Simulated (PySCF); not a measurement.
Working out the excitation energy of Se

Se [Ar] 3d10 4s2 4p4 (3P) → Se [Ar] 3d10 4s2 4p3 5s1 (5S). Calculation: PySCF 2.14, in aug-cc-pVDZ-PP with ECP10MDF; scalar relativity through the core potential. Frozen: 3s2 3p6 3d10. Energies in hartree (1 hartree = 27.21139 eV):

```
             part   Se (lower)   Se (upper)
              UHF  -371.846027  -371.648531
MP2 opposite-spin    -0.056724    -0.046430
    MP2 same-spin    -0.018976    -0.023402
```

Problem. What does Hartree-Fock give?

Solution. (-371.648531) − (-371.846027) = 0.197496 hartree = 5.374 eV.

Problem. What do MP2 and SCS-MP2 (6/5 opposite-spin, 1/3 same-spin) give?

Solution. The opposite-spin parts differ by 0.280 eV and the same-spin parts by -0.120 eV. MP2: 5.374 + (0.280) + (-0.120) = 5.534 eV. SCS-MP2: 5.374 + 1.2 × (0.280) + (-0.120)/3 = 5.670 eV.

Measured between the centres of the two terms (NIST): 5.857 eV, so MP2 (valence) is off by -0.323 eV.

A double-zeta basis recovers only part of the correlation energy.

What remains against the reference includes basis incompleteness, the frozen core and correlation beyond second order.
